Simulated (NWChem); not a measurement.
System: C$_{3}$H$_{7}$NS; SMILES CN1CSC1

Here is an NWChem input.

```
start job
memory heap 200 mb stack 900 mb global 1100 mb
geometry units angstroms noautosym nocenter noautoz
  C     -0.167842    -2.117366     0.000000
  N      0.360072    -0.784074     0.000000
  C      0.019979     0.091570    -1.103108
  S     -0.024169     1.558036     0.000000
  C      0.019979     0.091570     1.103108
  H      0.191560    -2.663190    -0.886376
  H      0.191560    -2.663190     0.886376
  H     -1.280983    -2.155348     0.000000
  H      0.776029     0.147903    -1.904858
  H     -0.974219    -0.110124    -1.555311
  H     -0.974219    -0.110124     1.555311
  H      0.776029     0.147903     1.904858
end
basis spherical
  C library def2-svp
  N library def2-svp
  S library def2-svp
  H library def2-svp
end
dft
  xc b3lyp
  iterations 150
  mulliken
end
task dft energy
esp
  recalculate
  probe 0.07
  range 0.3
  factor 1.0
  spacing 0.02
end
task esp
```

Output (shortened):

```
             Northwest Computational Chemistry Package (NWChem) 7.3.0
             --------------------------------------------------------

                             Geometry "geometry" -> ""
                             -------------------------

 Output coordinates in angstroms (scale by  1.889725989 to convert to a.u.)

  No.       Tag          Charge          X              Y              Z
 ---- ---------------- ---------- -------------- -------------- --------------
    1 C                    6.0000    -0.16784200    -2.11736600     0.00000000
    2 N                    7.0000     0.36007200    -0.78407400     0.00000000
    3 C                    6.0000     0.01997900     0.09157000    -1.10310800
    4 S                   16.0000    -0.02416900     1.55803600     0.00000000
    5 C                    6.0000     0.01997900     0.09157000     1.10310800
    6 H                    1.0000     0.19156000    -2.66319000    -0.88637600
    7 H                    1.0000     0.19156000    -2.66319000     0.88637600
    8 H                    1.0000    -1.28098300    -2.15534800     0.00000000
    9 H                    1.0000     0.77602900     0.14790300    -1.90485800
   10 H                    1.0000    -0.97421900    -0.11012400    -1.55531100
   11 H                    1.0000    -0.97421900    -0.11012400     1.55531100
   12 H                    1.0000     0.77602900     0.14790300     1.90485800

 Effective nuclear repulsion energy (a.u.)     235.4149323023

                                 NWChem DFT Module
                                 -----------------

 Summary of "ao basis" -> "ao basis" (spherical)
 ------------------------------------------------------------------------------
       Tag                 Description            Shells   Functions and Types
 ---------------- ------------------------------  ------  ---------------------
 C                          def2-svp                 6       14   3s2p1d
 N                          def2-svp                 6       14   3s2p1d
 S                          def2-svp                 8       18   4s3p1d
 H                          def2-svp                 3        5   2s1p

            General Information
            -------------------
          SCF calculation type: DFT
          Wavefunction type:  closed shell.
          No. of atoms     :    12
          No. of electrons :    48
           Alpha electrons :    24
            Beta electrons :    24
          Charge           :     0
          Spin multiplicity:     1
          Use of symmetry is: off; symmetry adaption is: off
          Maximum number of iterations: 150
          AO basis - number of functions:   109
                     number of shells:    53
          Convergence on energy requested:  1.00D-06
          Convergence on density requested:  1.00D-05
          Convergence on gradient requested:  5.00D-04

              XC Information
              --------------
                         B3LYP Method XC Potential
                     Hartree-Fock (Exact) Exchange  0.200
                        Slater Exchange Functional  0.800 local
                    Becke 1988 Exchange Functional  0.720 non-local
              Lee-Yang-Parr Correlation Functional  0.810
                  VWN I RPA Correlation Functional  0.190 local

             Grid Information
             ----------------
          Grid used for XC integration:  medium
          Radial quadrature: Mura-Knowles
          Angular quadrature: Lebedev.
          Tag              B.-S. Rad. Rad. Pts. Rad. Cut. Ang. Pts.
          ---              ---------- --------- --------- ---------
          C                   0.70       49          10.0       434
          N                   0.65       49           8.0       434
          S                   1.00       88          11.0       590
          H                   0.35       45          11.0       434
          Grid pruning is: on
          Number of quadrature shells:   599
          Spatial weights used:  Erf1

      Superposition of Atomic Density Guess
      -------------------------------------

 Sum of atomic energies:        -567.96088468

      Non-variational initial energy
      ------------------------------

 Total energy =    -571.099802
 1-e energy   =   -1245.759788
 2-e energy   =     439.245054
 HOMO         =      -0.231291
 LUMO         =       0.039136

     ---------------------------------------------
      Total Density - Mulliken Population Analysis
     ---------------------------------------------

    Atom       Charge   Shell Charges
 -----------   ------   -------------------------------------------------------
    1 C    6     6.05   1.99  0.94  0.19  1.96  0.94  0.04
    2 N    7     7.60   1.99  1.03  0.55  2.42  1.58  0.03
    3 C    6     5.80   1.99  0.94  0.21  1.78  0.84  0.05
    4 S   16    16.29   2.00  1.99  1.21  0.70  5.94  1.78  2.62  0.06
    5 C    6     5.80   1.99  0.94  0.21  1.78  0.84  0.05
    6 H    1     0.91   0.68  0.21  0.02
    7 H    1     0.91   0.68  0.21  0.02
    8 H    1     0.94   0.68  0.23  0.02
    9 H    1     0.92   0.69  0.20  0.02
   10 H    1     0.93   0.69  0.22  0.02
   11 H    1     0.93   0.69  0.22  0.02
   12 H    1     0.92   0.69  0.20  0.02

   convergence    iter        energy       DeltaE   RMS-Dens  Diis-err
 ---------------- ----- ----------------- --------- --------- ---------
 d= 0,ls=0.0,diis     1   -571.1243137428 -8.07D+02  8.71D-03  5.39D-01
 d= 0,ls=0.0,diis     2   -571.1335621811 -9.25D-03  5.44D-03  4.37D-01
 d= 0,ls=0.0,diis     3   -571.1825791784 -4.90D-02  1.83D-03  5.38D-02
 d= 0,ls=0.0,diis     4   -571.1896129102 -7.03D-03  4.11D-04  1.87D-03
 d= 0,ls=0.0,diis     5   -571.1898341343 -2.21D-04  9.54D-05  1.64D-04
  Resetting Diis
 d= 0,ls=0.0,diis     6   -571.1898493142 -1.52D-05  3.29D-05  1.50D-05
 d= 0,ls=0.0,diis     7   -571.1898510505 -1.74D-06  1.01D-05  4.03D-07
 d= 0,ls=0.0,diis     8   -571.1898510343  1.61D-08  5.26D-06  5.58D-07

         Total DFT energy =     -571.189851034343
      One electron energy =    -1249.803829021839
           Coulomb energy =      494.710494595361
    Exchange-Corr. energy =      -51.511448910144
 Nuclear repulsion energy =      235.414932302280

 Numeric. integr. density =       48.000036520996

                       DFT Final Molecular Orbital Analysis
                       ------------------------------------

 Vector   22  Occ=2.000000D+00  E=-3.185111D-01
              MO Center= -1.8D-02,  8.2D-01, -7.3D-09, r^2= 3.1D+00
   Bfn.  Coefficient  Atom+Function         Bfn.  Coefficient  Atom+Function
  ----- ------------  ---------------      ----- ------------  ---------------
    54      0.394131   4 S  py               51      0.353046   4 S  py
    33     -0.246324   3 C  py               65     -0.246324   5 C  py
    46      0.238769   4 S  s                19     -0.222676   2 N  py
     5     -0.200849   1 C  py               48      0.197425   4 S  py
    45      0.163748   4 S  s                44     -0.126730   4 S  s

 Vector   23  Occ=2.000000D+00  E=-2.356625D-01
              MO Center=  1.5D-01,  2.0D-01, -7.1D-10, r^2= 3.2D+00
   Bfn.  Coefficient  Atom+Function         Bfn.  Coefficient  Atom+Function
  ----- ------------  ---------------      ----- ------------  ---------------
    53      0.465414   4 S  px               18      0.411494   2 N  px
    21     -0.335837   2 N  px               50      0.317937   4 S  px
    47      0.181011   4 S  px               85     -0.155695   8 H  s
    86     -0.145658   8 H  s                17     -0.132435   2 N  s
    16     -0.117906   2 N  s                 4      0.104481   1 C  px

 Vector   24  Occ=2.000000D+00  E=-2.145732D-01
              MO Center=  5.1D-02,  4.0D-01, -1.8D-09, r^2= 3.3D+00
   Bfn.  Coefficient  Atom+Function         Bfn.  Coefficient  Atom+Function
  ----- ------------  ---------------      ----- ------------  ---------------
    53      0.466740   4 S  px               18     -0.337379   2 N  px
    50      0.325218   4 S  px               21      0.274690   2 N  px
    47      0.183118   4 S  px               95      0.182586  10 H  s
   100      0.182586  11 H  s                96      0.171766  10 H  s
   101      0.171766  11 H  s                90     -0.158861   9 H  s

 Vector   25  Occ=0.000000D+00  E= 1.074227D-02
              MO Center= -7.3D-03,  1.1D+00, -8.5D-09, r^2= 3.1D+00
   Bfn.  Coefficient  Atom+Function         Bfn.  Coefficient  Atom+Function
  ----- ------------  ---------------      ----- ------------  ---------------
    31      0.965949   3 C  s                63     -0.965949   5 C  s
    55      0.923451   4 S  pz               36      0.288394   3 C  py
    68     -0.288394   5 C  py               52      0.283862   4 S  pz
    91     -0.283248   9 H  s               106      0.283248  12 H  s
    37      0.272836   3 C  pz               69      0.272836   5 C  pz

 Vector   26  Occ=0.000000D+00  E= 4.050771D-02
              MO Center= -1.6D-01, -7.4D-01,  2.5D-08, r^2= 6.1D+00
   Bfn.  Coefficient  Atom+Function         Bfn.  Coefficient  Atom+Function
  ----- ------------  ---------------      ----- ------------  ---------------
     3      1.285560   1 C  s                76     -0.669561   6 H  s
    81     -0.669561   7 H  s                31      0.657169   3 C  s
    63      0.657169   5 C  s                17      0.645481   2 N  s
    86     -0.571102   8 H  s                46     -0.555910   4 S  s
    54      0.531445   4 S  py               36      0.459361   3 C  py

 Vector   27  Occ=0.000000D+00  E= 7.261202D-02
              MO Center= -2.5D-01, -2.3D-02, -1.2D-08, r^2= 5.9D+00
   Bfn.  Coefficient  Atom+Function         Bfn.  Coefficient  Atom+Function
  ----- ------------  ---------------      ----- ------------  ---------------
    31      0.998107   3 C  s                63      0.998107   5 C  s
    17     -0.831609   2 N  s                 3      0.758660   1 C  s
    91     -0.689721   9 H  s               106     -0.689721  12 H  s
    96     -0.682552  10 H  s               101     -0.682552  11 H  s
    86     -0.604115   8 H  s                36     -0.554745   3 C  py

     ---------------------------------------------
      Total Density - Mulliken Population Analysis
     ---------------------------------------------

    Atom       Charge   Shell Charges
 -----------   ------   -------------------------------------------------------
    1 C    6     5.89   1.98  0.91  0.09  2.11  0.76  0.04
    2 N    7     7.39   1.99  1.00  0.53  2.47  1.36  0.03
    3 C    6     5.87   1.99  0.94  0.12  2.06  0.72  0.05
    4 S   16    16.14   2.00  1.98  1.26  0.69  5.93  1.83  2.38  0.08
    5 C    6     5.87   1.99  0.94  0.12  2.06  0.72  0.05
    6 H    1     0.98   0.75  0.21  0.02
    7 H    1     0.98   0.75  0.21  0.02
    8 H    1     1.01   0.75  0.24  0.02
    9 H    1     0.96   0.75  0.19  0.02
   10 H    1     0.98   0.75  0.21  0.02
   11 H    1     0.98   0.75  0.21  0.02
   12 H    1     0.96   0.75  0.19  0.02

     -------------------------------------------
      Total Density - Lowdin Population Analysis
     -------------------------------------------

    Atom       Charge   Shell Charges
 -----------   ------   -------------------------------------------------------
    1 C    6     5.99   1.96  0.58  0.30  1.87  1.17  0.11
    2 N    7     7.15   1.97  0.75  0.41  2.34  1.62  0.07
    3 C    6     6.04   1.96  0.62  0.32  1.85  1.16  0.12
    4 S   16    15.83   2.00  1.95  0.99  0.68  5.81  1.93  2.38  0.09
    5 C    6     6.04   1.96  0.62  0.32  1.85  1.16  0.12
    6 H    1     0.98   0.65  0.27  0.06
    7 H    1     0.98   0.65  0.27  0.06
    8 H    1     1.00   0.65  0.29  0.06
    9 H    1     0.99   0.65  0.27  0.07
   10 H    1     1.00   0.65  0.28  0.07
   11 H    1     1.00   0.65  0.28  0.07
   12 H    1     0.99   0.65  0.27  0.07

     Multipole analysis of the density
     ---------------------------------

     L   x y z        total         alpha         beta         nuclear
     -   - - -        -----         -----         ----         -------
     0   0 0 0     -0.000000    -24.000000    -24.000000     48.000000

     1   1 0 0     -0.221933     -0.179236     -0.179236      0.136538
     1   0 1 0     -0.637452     -0.723630     -0.723630      0.809808
     1   0 0 1      0.000000      0.000000      0.000000      0.000000

     2   2 0 0    -30.303397    -25.700051    -25.700051     21.096705
     2   1 1 0      0.447183     -2.919405     -2.919405      6.285993
     2   1 0 1      0.000000      0.000000      0.000000      0.000000
     2   0 2 0    -29.603046   -173.788464   -173.788464    317.973882
     2   0 1 1      0.000000      0.000000      0.000000      0.000000
     2   0 0 2    -26.086743    -63.517588    -63.517588    100.948434

                     NWChem Electrostatic Potential Fit Module
                     -----------------------------------------

 Atom parameters

 Number of atoms is                                   12
 Number of basis functions is                        109

 Grid parameters

 Maximum number of grid points is                  42571
 Number of grid points is                          42570
 Grid range                                     0.300000 nm
 Grid spacing                                   0.020000 nm
 Probe radius                                   0.070000 nm
 Atom radius factor                             1.000000

 Atomic radii

    1    0.100000
    6    0.147000
    7    0.140000
   16    0.174000
 FASTESP  F
  using M.O. file = ./job.movecs

    Atom              Coordinates                           Charge

                                                  ESP

    1 C    -0.016784   -0.211737    0.000000    0.387097
    2 N     0.036007   -0.078407    0.000000   -0.659431
    3 C     0.001998    0.009157   -0.110311    0.501920
    4 S    -0.002417    0.155804    0.000000   -0.355486
    5 C     0.001998    0.009157    0.110311    0.500854
    6 H     0.019156   -0.266319   -0.088638   -0.043123
    7 H     0.019156   -0.266319    0.088638   -0.042205
    8 H    -0.128098   -0.215535    0.000000   -0.075630
    9 H     0.077603    0.014790   -0.190486   -0.041628
   10 H    -0.097422   -0.011012   -0.155531   -0.065458
   11 H    -0.097422   -0.011012    0.155531   -0.065382
   12 H     0.077603    0.014790    0.190486   -0.041528
                                            ------------
                                                0.000000

 Dipole moment                                  0.745320

 Quadrupole moment Qxx                         -1.801865
                   Qyy                         -6.113700
                   Qzz                          7.915564

 RMS deviation kJ/mol                           0.078501

 RRMS %                                        49.356165
```

Level: B3LYP/def2-SVP. Geometry: optimised at PBE0/def2-SVP. Not confirmed as a minimum by frequencies. B3LYP is NWChem's, with the RPA form of VWN correlation.
